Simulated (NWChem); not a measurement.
System meant: TaSCl$_{2}$F; SMILES [F][Ta](=[S])([Cl])[Cl]

Input file for NWChem:

```
start job
memory heap 200 mb stack 900 mb global 1100 mb
geometry units angstroms noautoz
  Ta     0.056175     0.151548     0.000000
  S      1.934418    -0.880141     0.000000
  F      0.421396     1.978357     0.000000
  Cl    -1.075031    -0.463928     1.889605
  Cl    -1.075031    -0.463928    -1.889605
end
basis spherical
  Ta library def2-svp
  S library def2-svp
  F library def2-svp
  Cl library def2-svp
end
ecp
  Ta library def2-ecp
end
dft
  odft
  mult 2
  xc pbe0
  iterations 150
  mulliken
end
task dft energy
```

End of the output:

```
 Summary of "ao basis" -> "" (spherical)
 ------------------------------------------------------------------------------
       Tag                 Description            Shells   Functions and Types
 ---------------- ------------------------------  ------  ---------------------
 Ta                         def2-svp                12       32   6s3p2d1f
 S                          def2-svp                 8       18   4s3p1d
 F                          def2-svp                 6       14   3s2p1d
 Cl                         def2-svp                 8       18   4s3p1d

                                 NWChem DFT Module
                                 -----------------

 Summary of "ao basis" -> "ao basis" (spherical)
 ------------------------------------------------------------------------------
       Tag                 Description            Shells   Functions and Types
 ---------------- ------------------------------  ------  ---------------------
 Ta                         def2-svp                12       32   6s3p2d1f
 S                          def2-svp                 8       18   4s3p1d
 F                          def2-svp                 6       14   3s2p1d
 Cl                         def2-svp                 8       18   4s3p1d

      Symmetry analysis of basis
      --------------------------

        a'         63
        a"         37

  number of electrons :                   72
  multiplicity        :                    2
 ------------------------------------------------------------------------
  no. of electrons and multiplicity not compatible                  72
 ------------------------------------------------------------------------
 ------------------------------------------------------------------------
  current input line :
    26: task dft energy
 ------------------------------------------------------------------------
 ------------------------------------------------------------------------
 There is an error in the input file
 ------------------------------------------------------------------------
 For more information see the NWChem manual at https://nwchemgit.github.io

0: no. of electrons and multiplicity not compatible:Received an Error in Communication
```

Q: Find the fault in this run and fix the input.

A: The input was rejected before any calculation. Cause: the multiplicity doesn't fit the number of electrons (an even count wants an odd multiplicity, and the reverse). This input runs:
```
start job
memory heap 200 mb stack 900 mb global 1100 mb
geometry units angstroms noautoz
  Ta     0.056175     0.151548     0.000000
  S      1.934418    -0.880141     0.000000
  F      0.421396     1.978357     0.000000
  Cl    -1.075031    -0.463928     1.889605
  Cl    -1.075031    -0.463928    -1.889605
end
basis spherical
  Ta library def2-svp
  S library def2-svp
  F library def2-svp
  Cl library def2-svp
end
ecp
  Ta library def2-ecp
end
dft
  xc pbe0
  iterations 150
  mulliken
end
task dft energy
```
It converges to -1474.68110 Ha (PBE0/def2-SVP with def2 effective core potentials on Ta).
